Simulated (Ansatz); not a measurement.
methanethiol (CH$_{4}$S), singlet, at a GFN2-xTB geometry; SVWN5/6-31G** (Ansatz, an electronic-structure program).

Ansatz was given this input:
Ansatz 0.2 input:
```yaml
crystal:
  periodic: [false, false, false]
  atoms:
    - {symbol: C, position_ang: [-0.05927499, 1.15601846, 0.01107955]}
    - {symbol: S, position_ang: [-0.04290118, -0.66526221, -0.00699584]}
    - {symbol: H, position_ang: [1.28189339, -0.79710439, 0.00234827]}
    - {symbol: H, position_ang: [-1.10311348, 1.45230554, 0.00564055]}
    - {symbol: H, position_ang: [0.42444570, 1.51749985, 0.91319673]}
    - {symbol: H, position_ang: [0.43884321, 1.53538357, -0.87572948]}
basis:
  gaussian:
    orbitals: 6-31G__.json
hamiltonian:
  xc: {name: SVWN5}
scf: {lower_state_search: light}
```
The basis file holds 6-31G** in the JSON format of the Basis Set Exchange.

What the program printed (banner, timings and long lists left out):

```
Functional definition: SVWN5
601 factors; their error is unknown
mean field evaluation 1: about -11884.6053 eV, gradient 4.3e1 eV
mean field evaluation 2: about -11878.6444 eV, gradient 6.1e1 eV
mean field evaluation 4: about -11889.0057 eV, gradient 2.0e0 eV
mean field evaluation 8: about -11888.9792 eV, gradient 5.6e-2 eV
mean field -11888.97925283 eV, -436.9119289020 hartree, gradient 2.8e-5 eV, S^2 0.000000; 0 other end points of the search recorded, 0 dependent functions left out
reference -11888.97927234 eV, -436.9119296188 hartree; 13, 13 occupied and 41, 41 virtual orbitals, 601 factors
Total energy: -11888.97927234 eV, -436.9119296188 hartree
```
